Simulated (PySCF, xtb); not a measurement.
Sb(F)2(OH) (F2HOSb), SMILES [Sb]([OH])([F])[F]. One conformer was computed; it need not be the lowest.

Harmonic wavenumbers (cm⁻¹) from GFN2-xTB in xtb at its own minimum, in rising order: 158, 161, 213, 333, 390, 402, 520, 865, 3548.

Task: What does B3LYP-D3(BJ)/def2-SVP in PySCF give at its own minimum? (The exact figures need the calculation; the answer reports its results.)

Result: 136, 202, 226, 297, 626, 630, 644, 840, 3786. Paired by order, the mean absolute difference is 107 cm⁻¹ and the zero-point energies are 9.4 and 10.6 kcal/mol.
